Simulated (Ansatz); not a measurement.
This singlet lies 1.02 eV below the relaxed triplet at the level frozen-core CCSD(T)/cc-pVDZ // PBE0-D3(BJ)/def2-TZVP (Ansatz, a quantum-chemistry and plane-wave program).

Level of theory: PBE0-D3(BJ)/def2-TZVP (Ansatz). No frequencies were computed at this level.

Ansatz 0.2 input:
```yaml
crystal:
  periodic: [false, false, false]
  atoms:
    - { symbol: C, position_ang: [2.940826, 0.35387, 0.638027] }
    - { symbol: N, position_ang: [2.037076, -0.236277, 0.166932] }
    - { symbol: Ge, position_ang: [0.789721, -1.302794, -0.6626] }
    - { symbol: Si, position_ang: [-1.092218, 0.065683, 0.076809] }
    - { symbol: H, position_ang: [-2.033786, -0.755956, 0.858189] }
    - { symbol: H, position_ang: [-1.857236, 0.542966, -1.088988] }
    - { symbol: H, position_ang: [-0.798966, 1.248577, 0.892171] }
basis:
  gaussian: { orbitals: def2-tzvp }
hamiltonian:
  xc: pbe0
  dispersion: d3bj
relax:
  max_steps: 150
```

Output:

```
Functional definition: PBE0
1136 factors; their error is unknown
mean field evaluation 1: about -66951.8231 eV, gradient 5.0e1 eV
mean field evaluation 2: about -66937.7957 eV, gradient 8.8e1 eV
mean field evaluation 4: about -66956.9872 eV, gradient 4.2e0 eV
mean field evaluation 8: about -66957.0341 eV, gradient 1.2e-1 eV
mean field evaluation 16: about -66957.3479 eV, gradient 6.6e-5 eV
mean field -66957.34792847 eV, -2460.6371510508 hartree, gradient 6.6e-5 eV, S^2 0.000000; 0 other end points of the search recorded, 0 dependent functions left out
reference -66957.34795866 eV, -2460.6371521601 hartree; 31, 31 occupied and 134, 134 virtual orbitals, 1136 factors
relax step   1: F+E_penalty+E_count = -66957.51299671 eV  Δ(F+E_penalty+E_count) = +0.000e0 eV  max|allowed force component| = 5.432e-1 eV/Å  Δτ_max = 0.0000 Å  (28 SCF iters, accepted)
these checks for a lower state are left out or cut short: starts, cluster_reference, orbital_swaps, neighbouring_geometries, increment
1136 factors; their error is unknown
mean field -66957.38932181 eV, -2460.6386722280 hartree, gradient 9.4e-6 eV, S^2 0.000000; 0 other end points of the search recorded, 0 dependent functions left out
reference -66957.38935233 eV, -2460.6386733495 hartree; 31, 31 occupied and 134, 134 virtual orbitals, 1136 factors
relax step   2: F+E_penalty+E_count = -66957.55314776 eV  Δ(F+E_penalty+E_count) = -4.015e-2 eV  max|allowed force component| = 2.537e-1 eV/Å  Δτ_max = 0.0631 Å  (32 SCF iters, accepted)
these checks for a lower state are left out or cut short: starts, cluster_reference, orbital_swaps, neighbouring_geometries, increment
1136 factors; their error is unknown
mean field -66957.39241276 eV, -2460.6387858183 hartree, gradient 8.0e-6 eV, S^2 0.000000; 0 other end points of the search recorded, 0 dependent functions left out
reference -66957.39244322 eV, -2460.6387869377 hartree; 31, 31 occupied and 134, 134 virtual orbitals, 1136 factors
relax step   3: F+E_penalty+E_count = -66957.55693631 eV  Δ(F+E_penalty+E_count) = -3.789e-3 eV  max|allowed force component| = 1.442e-1 eV/Å  Δτ_max = 0.0365 Å  (31 SCF iters, accepted)
these checks for a lower state are left out or cut short: starts, cluster_reference, orbital_swaps, neighbouring_geometries, increment
1136 factors; their error is unknown
mean field evaluation 32: about -66957.0813 eV, gradient 1.3e0 eV
mean field -66957.39473609 eV, -2460.6388711991 hartree, gradient 7.7e-6 eV, S^2 0.000000; 0 other end points of the search recorded, 0 dependent functions left out
reference -66957.39476659 eV, -2460.6388723200 hartree; 31, 31 occupied and 134, 134 virtual orbitals, 1136 factors
relax step   4: F+E_penalty+E_count = -66957.55860554 eV  Δ(F+E_penalty+E_count) = -1.669e-3 eV  max|allowed force component| = 1.836e-2 eV/Å  Δτ_max = 0.0254 Å  (33 SCF iters, accepted)
these checks for a lower state are left out or cut short: starts, cluster_reference, orbital_swaps, neighbouring_geometries, increment
1136 factors; their error is unknown
mean field -66957.39469842 eV, -2460.6388698148 hartree, gradient 1.7e-5 eV, S^2 0.000000; 0 other end points of the search recorded, 0 dependent functions left out
reference -66957.39472892 eV, -2460.6388709356 hartree; 31, 31 occupied and 134, 134 virtual orbitals, 1136 factors
relax step   5: F+E_penalty+E_count = -66957.55865723 eV  Δ(F+E_penalty+E_count) = -5.169e-5 eV  max|allowed force component| = 4.586e-3 eV/Å  Δτ_max = 0.0029 Å  (24 SCF iters, accepted)
1136 factors; their error is unknown
mean field -66957.39469842 eV, -2460.6388698148 hartree, gradient 1.7e-5 eV, S^2 0.000000; 1 other end points of the search recorded, 0 dependent functions left out
reference -66957.39472892 eV, -2460.6388709357 hartree; 31, 31 occupied and 134, 134 virtual orbitals, 1136 factors
Total energy: -66957.55868773 eV, -2460.6448963107 hartree
Atom 0 at     2.970722     0.352833     0.641041 Å, force    -0.001042    -0.002905    -0.000761 eV/Å
Atom 1 at     2.059464    -0.227135     0.174474 Å, force    -0.000621     0.004586     0.001108 eV/Å
Atom 2 at     0.773411    -1.304537    -0.666140 Å, force     0.001260    -0.001350    -0.000209 eV/Å
Atom 3 at    -1.132085     0.088316     0.088454 Å, force    -0.000122    -0.000229    -0.000072 eV/Å
Atom 4 at    -2.051227    -0.795549     0.863070 Å, force    -0.000122     0.000304     0.000376 eV/Å
Atom 5 at    -1.870426     0.532425    -1.129575 Å, force    -0.000249     0.000451     0.000130 eV/Å
Atom 6 at    -0.764442     1.269717     0.909216 Å, force     0.000895    -0.000857    -0.000571 eV/Å
Dipole moment:    -0.547467    -0.351389    -0.284680 e Å
```

Cost: around 30 core-seconds (rough).
